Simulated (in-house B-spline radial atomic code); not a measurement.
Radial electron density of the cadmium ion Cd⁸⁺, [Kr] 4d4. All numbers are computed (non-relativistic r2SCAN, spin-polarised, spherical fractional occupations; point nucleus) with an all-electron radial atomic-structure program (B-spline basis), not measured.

Columns: r (bohr), 4πr²n(r) (electrons per bohr), bar.

```
  0.0016    2.143 #
 0.00194    3.049 ##
 0.00236    4.334 ##
 0.00286    6.067 ###
 0.00346    8.384 #####
  0.0042    11.51 #######
 0.00509    15.52 #########
 0.00617    20.57 ############
 0.00748    26.67 ###############
 0.00907     33.7 ###################
   0.011    41.28 ########################
  0.0133    48.59 ############################
  0.0162    55.01 ################################
  0.0196    59.02 ##################################
  0.0237    60.08 ###################################
  0.0288    58.19 #################################
  0.0349    54.73 ###############################
  0.0423    52.33 ##############################
  0.0513    53.88 ###############################
  0.0622    60.54 ###################################
  0.0754    69.95 ########################################
  0.0914    76.52 ############################################
   0.111    74.93 ###########################################
   0.134    65.67 ######################################
   0.163    55.28 ################################
   0.197    52.91 ##############################
   0.239    58.72 ##################################
    0.29     62.6 ####################################
   0.352    54.45 ###############################
   0.426    37.01 #####################
   0.517    21.82 #############
   0.627    16.87 ##########
    0.76    17.85 ##########
   0.921    16.59 ##########
    1.12    11.11 ######
    1.35     5.37 ###
    1.64    1.721 #
    1.99   0.3661 
    2.41  0.05011 
    2.92  0.00399 
    3.54 0.0001651
```

On this grid the curve has 4 maxima, near 0.0237, 0.0914, 0.29, 0.76 bohr.

The 4p down radial function P(r) = rR(r), positive near the nucleus:

```csv
r (bohr),P
0.0016,0.001363
0.00236,0.002911
0.00346,0.006094
0.00509,0.01268
0.00748,0.02585
0.011,0.05132
0.0162,0.09806
0.0237,0.1745
0.0349,0.2856
0.0513,0.4023
0.0754,0.4367
0.111,0.2457
0.163,-0.2162
0.239,-0.645
0.352,-0.4494
0.517,0.4624
0.76,1.187
1.12,0.9518
1.64,0.3314
2.41,0.04124
3.54,0.001241
```
